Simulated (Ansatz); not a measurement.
The same atomization along the group C, Si, Ge.

Computed with Ansatz on PBE0-D4/def2-TZVP structures; ΔE is electronic, products minus reactants. CBS: MP2 limit from def2 TZ/QZ plus the TZ coupled-cluster correction, frozen cores. This one scheme is used for every species, atoms too. Functionals use def2-TZVPP. No spin–orbit coupling; open shells (•) take unrestricted orbitals. Spin–orbit coupling would lower the free atoms: a little for C, F, Si; clearly for Ge; strongly for In. def2 core potentials past Kr. Bonds to Ge, In are less sure, by a few kJ/mol each and by 10 to 20 or more in all where they break to atoms, as the def2 sets lack core-valence functions. Scalar relativity is left out up to krypton.

| reaction | ωB97M-V (kJ/mol) | B2PLYP (kJ/mol) | CCSD(T)/CBS(def2) (kJ/mol) |
| --- | --- | --- | --- |
| `F[CH2][InH2]` → F• + 4 H• + In• + C• | 1995 | 1951 | 1991 |
| `F[SiH2][InH2]` → F• + 4 H• + In• + Si• | 1873 | 1830 | 1880 |
| `[F][GeH2][InH2]` → F• + 4 H• + In• + Ge• | 1705 | 1673 | 1724 |

Largest T1 diagnostic: 0.015, for In•.

For atomizations the MP2-based limit and the directly extrapolated one differ by several kJ/mol either way, and by 10 to 25 for some Ge, Se and Sn compounds, so smaller differences from it don't rank the levels.
